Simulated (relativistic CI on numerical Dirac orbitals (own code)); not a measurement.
**Level scheme of Mg²⁺**

These numbers are calculated, not measured: Dirac-Coulomb-Breit CI, orbitals from a KLI potential per configuration, model QED, valence Slater integrals scaled by 0.85, P86 correlation estimate, and configurations built on the next ion tied to the tabulated ionisation energy (semi-empirical) (own radial code, finite nucleus).

Configurations in the expansion (outside the closed core 1s2): 2s²2p⁶, 2s²2p⁵3s, 2s²2p⁵3p, 2s²2p⁵3d, 2s²2p⁵4s, 2s²2p⁵4p, 2s²2p⁵4d, 2s²2p⁵4f, 2s²2p⁴3s², 2s²2p⁴3s3p, 2s2p⁶3s, 2s²2p⁴3p², 2s²2p⁴3s3d, 2s2p⁶3p. Levels of other configurations are missing.

| No. | Configuration | Term | J | E (cm⁻¹) | % | Landé g | Lifetime (s) | jj configuration (%) |
| --- | --- | --- | --- | --- | --- | --- | --- | --- |
| 1 | 2s²2p⁶ | ¹S | 0 | 0 | 100 |  |  | closed (100) |
| 2 | 2s²2p⁵3s | ³P° | 2 | 427106 | 100 | 1.501 | 1.34e-01 | 2p3/2^3 3s (100) |
| 3 | 2s²2p⁵3s | ³P° | 1 | 428301 | 94 | 1.470 | 1.65e-09 | 2p3/2^3 3s (58) |
| 4 | 2s²2p⁵3s | ³P° | 0 | 429292 | 100 |  | 2.03e+01 | 2p1/2 2p3/2^4 3s (100) |
| 5 | 2s²2p⁵3s | ¹P° | 1 | 432617 | 94 | 1.030 | 1.05e-10 | 2p1/2 2p3/2^4 3s (58) |
| 6 | 2s²2p⁵3p | ³S | 1 | 469732 | 98 | 1.995 | 3.38e-09 | 2p3/2^3 3p3/2 (41) |
| 7 | 2s²2p⁵3p | ³D | 3 | 475203 | 100 | 1.334 | 2.29e-09 | 2p3/2^3 3p3/2 (100) |
| 8 | 2s²2p⁵3p | ³D | 2 | 475746 | 86 | 1.157 | 2.33e-09 | 2p3/2^3 3p1/2 (84) |
| 9 | 2s²2p⁵3p | ³D | 1 | 476579 | 87 | 0.587 | 2.30e-09 | 2p1/2 2p3/2^4 3p1/2 (45) |
| 10 | 2s²2p⁵3p | ¹D | 2 | 478013 | 55 | 1.218 | 2.23e-09 | 2p3/2^3 3p3/2 (93) |
| 11 | 2s²2p⁵3p | ¹P | 1 | 478941 | 58 | 1.081 | 2.28e-09 | 2p1/2 2p3/2^4 3p1/2 (44) |
| 12 | 2s²2p⁵3p | ³P | 2 | 479384 | 55 | 1.292 | 2.14e-09 | 2p1/2 2p3/2^4 3p3/2 (77) |
| 13 | 2s²2p⁵3p | ³P | 0 | 479665 | 100 |  | 1.92e-09 | 2p1/2 2p3/2^4 3p1/2 (62) |
| 14 | 2s²2p⁵3p | ³P | 1 | 479905 | 65 | 1.337 | 2.09e-09 | 2p1/2 2p3/2^4 3p3/2 (68) |
| 15 | 2s²2p⁵3p | ¹S | 0 | 499350 | 94 |  | 7.85e-10 | 2p3/2^3 3p3/2 (58) |
| 16 | 2s²2p⁵3d | ³P° | 0 | 530625 | 100 |  | 8.59e-10 | 2p3/2^3 3d3/2 (100) |
| 17 | 2s²2p⁵3d | ³P° | 1 | 530864 | 97 | 1.480 | 7.39e-10 | 2p3/2^3 3d3/2 (62) |
| 18 | 2s²2p⁵3d | ³P° | 2 | 531385 | 91 | 1.468 | 8.65e-10 | 2p3/2^3 3d5/2 (65) |
| 19 | 2s²2p⁵3d | ³F° | 4 | 531981 | 100 | 1.250 | 8.69e-10 | 2p3/2^3 3d5/2 (100) |
| 20 | 2s²2p⁵3d | ³F° | 3 | 532316 | 69 | 1.063 | 8.77e-10 | 2p3/2^3 3d3/2 (96) |
| 21 | 2s²2p⁵3d | ³F° | 2 | 533082 | 68 | 0.793 | 8.69e-10 | 2p3/2^3 3d3/2 (66) |
| 22 | 2s²2p⁵3d | ¹F° | 3 | 533377 | 47 | 1.144 | 8.93e-10 | 2p3/2^3 3d5/2 (89) |
| 23 | 2s²2p⁵3d | ³D° | 1 | 534595 | 76 | 0.624 | 9.75e-11 | 2p3/2^3 3d5/2 (48) |
| 24 | 2s²2p⁵3d | ¹D° | 2 | 535047 | 40 | 0.942 | 8.73e-10 | 2p1/2 2p3/2^4 3d3/2 (75) |
| 25 | 2s²2p⁵3d | ³D° | 3 | 535177 | 58 | 1.210 | 8.81e-10 | 2p1/2 2p3/2^4 3d5/2 (85) |
| 26 | 2s²2p⁵3d | ³D° | 2 | 535362 | 54 | 1.132 | 8.78e-10 | 2p1/2 2p3/2^4 3d5/2 (74) |
| 27 | 2s²2p⁵3d | ¹P° | 1 | 536840 | 75 | 0.896 | 3.27e-11 | 2p1/2 2p3/2^4 3d3/2 (79) |
| 28 | 2s²2p⁵4s | ³P° | 2 | 546387 | 100 | 1.501 | 8.38e-10 | 2p3/2^3 4s (100) |
| 29 | 2s²2p⁵4s | ³P° | 1 | 547134 | 67 | 1.338 | 5.02e-10 | 2p3/2^3 4s (88) |
| 30 | 2s²2p⁵4s | ³P° | 0 | 548579 | 100 |  | 8.40e-10 | 2p1/2 2p3/2^4 4s (100) |
| 31 | 2s²2p⁵4s | ¹P° | 1 | 549338 | 67 | 1.162 | 3.24e-10 | 2p1/2 2p3/2^4 4s (88) |
| 32 | 2s²2p⁵4p | ³S | 1 | 561188 | 93 | 1.958 | 3.09e-09 | 2p3/2^3 4p3/2 (48) |
| 33 | 2s²2p⁵4p | ³D | 3 | 562519 | 100 | 1.334 | 3.59e-09 | 2p3/2^3 4p3/2 (100) |
| 34 | 2s²2p⁵4p | ³D | 2 | 562850 | 70 | 1.151 | 3.45e-09 | 2p3/2^3 4p1/2 (95) |
| 35 | 2s²2p⁵4p | ¹P | 1 | 563306 | 40 | 0.902 | 3.30e-09 | 2p3/2^3 4p1/2 (51) |
| 36 | 2s²2p⁵4p | ³P | 2 | 563580 | 66 | 1.333 | 3.35e-09 | 2p3/2^3 4p3/2 (99) |
| 37 | 2s²2p⁵4p | ³D | 1 | 564960 | 60 | 0.753 | 3.37e-09 | 2p1/2 2p3/2^4 4p1/2 (85) |
| 38 | 2s²2p⁵4p | ³P | 0 | 564990 | 99 |  | 3.42e-09 | 2p1/2 2p3/2^4 4p1/2 (60) |
| 39 | 2s²2p⁵4p | ¹D | 2 | 565325 | 44 | 1.183 | 3.34e-09 | 2p1/2 2p3/2^4 4p3/2 (96) |
| 40 | 2s²2p⁵4p | ³P | 1 | 565369 | 64 | 1.388 | 3.29e-09 | 2p1/2 2p3/2^4 4p3/2 (81) |
| 41 | 2s²2p⁵4p | ¹S | 0 | 577957 | 93 |  | 1.07e-09 | 2p3/2^3 4p3/2 (56) |
| 42 | 2s²2p⁵4d | ³P° | 0 | 582341 | 100 |  | 3.84e-09 | 2p3/2^3 4d3/2 (100) |
| 43 | 2s²2p⁵4d | ³P° | 1 | 582513 | 94 | 1.444 | 2.25e-09 | 2p3/2^3 4d3/2 (69) |
| 44 | 2s²2p⁵4d | ³P° | 2 | 582841 | 77 | 1.409 | 4.01e-09 | 2p3/2^3 4d5/2 (77) |
| 45 | 2s²2p⁵4d | ³F° | 4 | 582855 | 100 | 1.250 | 4.52e-09 | 2p3/2^3 4d5/2 (100) |
| 46 | 2s²2p⁵4d | ³F° | 3 | 583064 | 63 | 1.061 | 4.68e-09 | 2p3/2^3 4d3/2 (99) |
| 47 | 2s²2p⁵4d | ³F° | 2 | 583484 | 41 | 0.901 | 4.60e-09 | 2p3/2^3 4d3/2 (80) |
| 48 | 2s²2p⁵4d | ³D° | 3 | 583589 | 61 | 1.211 | 4.69e-09 | 2p3/2^3 4d5/2 (98) |
| 49 | 2s²2p⁵4d | ³D° | 1 | 584459 | 73 | 0.650 | 1.35e-10 | 2p3/2^3 4d5/2 (55) |
| 50 | 2s²2p⁵4f | ³D | 1 | 584509 | 100 | 0.499 | 7.95e-10 | 2p3/2^3 4f5/2 (100) |
| 51 | 2s²2p⁵4f | ³D | 2 | 584518 | 63 | 1.106 | 7.95e-10 | 2p3/2^3 4f7/2 (89) |
| 52 | 2s²2p⁵4f | ³G | 5 | 584598 | 100 | 1.200 | 7.99e-10 | 2p3/2^3 4f7/2 (100) |
| 53 | 2s²2p⁵4f | ¹G | 4 | 584600 | 55 | 1.022 | 7.99e-10 | 2p3/2^3 4f5/2 (96) |
| 54 | 2s²2p⁵4f | ³D | 3 | 584688 | 52 | 1.198 | 8.00e-10 | 2p3/2^3 4f7/2 (91) |
| 55 | 2s²2p⁵4f | ³F | 2 | 584695 | 48 | 0.869 | 8.00e-10 | 2p3/2^3 4f5/2 (88) |
| 56 | 2s²2p⁵4f | ¹F | 3 | 584785 | 40 | 0.950 | 8.03e-10 | 2p3/2^3 4f5/2 (91) |
| 57 | 2s²2p⁵4f | ³F | 4 | 584786 | 70 | 1.184 | 8.03e-10 | 2p3/2^3 4f7/2 (95) |
| 58 | 2s²2p⁵4d | ³F° | 2 | 585342 | 59 | 0.833 | 4.56e-09 | 2p1/2 2p3/2^4 4d3/2 (91) |
| 59 | 2s²2p⁵4d | ³D° | 2 | 585460 | 46 | 1.191 | 4.43e-09 | 2p1/2 2p3/2^4 4d5/2 (88) |
| 60 | 2s²2p⁵4d | ³D° | 3 | 585467 | 36 | 1.145 | 4.69e-09 | 2p1/2 2p3/2^4 4d5/2 (97) |
| 61 | 2s²2p⁵4d | ¹P° | 1 | 586755 | 74 | 0.906 | 4.60e-11 | 2p1/2 2p3/2^4 4d3/2 (82) |
| 62 | 2s²2p⁵4f | ³G | 3 | 586871 | 70 | 0.835 | 8.01e-10 | 2p1/2 2p3/2^4 4f5/2 (98) |
| 63 | 2s²2p⁵4f | ³G | 4 | 586873 | 39 | 1.094 | 8.01e-10 | 2p1/2 2p3/2^4 4f7/2 (100) |
| 64 | 2s²2p⁵4f | ³D | 3 | 586879 | 48 | 1.184 | 8.00e-10 | 2p1/2 2p3/2^4 4f7/2 (97) |
| 65 | 2s²2p⁵4f | ³F | 2 | 586885 | 52 | 0.858 | 8.00e-10 | 2p1/2 2p3/2^4 4f5/2 (99) |

Energies count from the lowest computed level; ° marks odd parity; lifetimes are radiative, by E1, M1, E2, M2, E3 decay to levels of this space only. Filled j subshells are mostly left out of the jj labels.

The mean weight of the leading LS term, summed over parents, in these 65 levels is 74 %, and that of the leading jj configuration (from the same eigenvectors) 82 %.

Configurations that consist of the next ion and one excited electron were tied to the tabulated ionisation energy; Rydberg ones are usually within 1,000 to 3,000 cm⁻¹ and the lowest ones within about 6,000 (9,000 in d shells), while levels on excited terms of the next ion carry the error of that term, and the other configurations can be misplaced by 10,000 cm⁻¹ or more. Rates follow the energies as ν³ (E1, M1) or ν⁵ (E2), so rates, branching and lifetimes can be off by large factors. The fine structure of a lone outer electron comes out too small, for d and f at times inverted, and misplaced configurations move strength between like terms. 22 of the 33 excited levels that our extract of the measured tables holds in this range could be paired (the sources list more); they are missed by 931 cm⁻¹ on average and 3338 at most, and levels without a partner can miss by more.

LS names give the leading component of a level, which can be under half, so a name can repeat, a term be missing and a line seem to break the LS rules.
